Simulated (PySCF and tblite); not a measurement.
C7H7NSi, numbered as in [CH:1]#[C:2][c:3]1[n:4][cH:5][cH:6][cH:7][c:8]1[SiH3:9].

Geometries GFN2-xTB; weights from PBE0-D3(BJ)/pcSseg-1 energies and GFN2-xTB thermal corrections, with symmetry numbers and mirror pairs. Conformers within 2.5 kcal/mol (GFN2-xTB free energy) were kept, 3 at most. GIAO shieldings: PBE0/pcSseg-1. Shifts are against TMS (¹H), TMS (¹³C), TMS (²⁹Si), NH3 (¹⁵N) at the same level. (PySCF 2.14, tblite 0.8.)

(1) List the conformer-averaged shifts at 298.15 K.

Unscaled ²⁹Si and ¹⁵N shifts at such levels can be off by tens of ppm; differences between conformers or isomers are more reliable. Shifts are unscaled: against experiment ¹³C can be off by 15 ppm or more and ¹H by 0.8 ppm.

Answers

(1) ¹H: 8.98 (H5, 1H), 8.17 (H7, 1H), 7.33 (H6, 1H), 4.57 (H9, 3H), 3.07 (H1, 1H) ppm. ¹³C: 156.7 (C5), 152.9 (C3), 149.5 (C7), 136.0 (C8), 127.3 (C6), 90.8 (C1), 88.6 (C2) ppm. ²⁹Si: -70.5 (Si9) ppm. ¹⁵N: 363.9 (N4) ppm.


¹⁵N shifts are against a computed isolated NH3 molecule, about 20 ppm from the liquid.